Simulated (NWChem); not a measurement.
System: CH4F3NSi; SMILES N[SiH2]C(F)(F)F

Input file for NWChem:

```
start job
memory heap 200 mb stack 900 mb global 1100 mb
geometry units angstroms noautoz
  N     -0.607206     2.230468    -0.075876
  Si     0.632114     1.044657    -0.136130
  C      0.004302    -0.775921     0.081611
  F     -0.875104    -1.122434    -0.875287
  F      1.014993    -1.659206     0.026256
  F     -0.613799    -0.957381     1.262321
  H     -1.041861     2.483274     0.803977
  H     -1.244748     2.355030    -0.853652
  H      1.286127     1.070891    -1.472845
  H      1.588382     1.261092     0.983615
end
basis spherical
  * library def2-svp
end
dft
  xc b3lyp
  iterations 150
  mulliken
end
task dft energy
```

Coordinates come from a PBE0/def2-SVP optimisation.

### Question
Predict the main results of this run. (B3LYP/def2-SVP.) Quantities: energy (Ha); highest occupied level (eV); orbital gap (eV); dipole (D).

### Answer
| Property | Result |
|---|---|
| energy (Ha) | -683.93 |
| highest occupied level (eV) | -7.42 |
| orbital gap (eV) | 7.83 |
| dipole (D) | 2.54 |
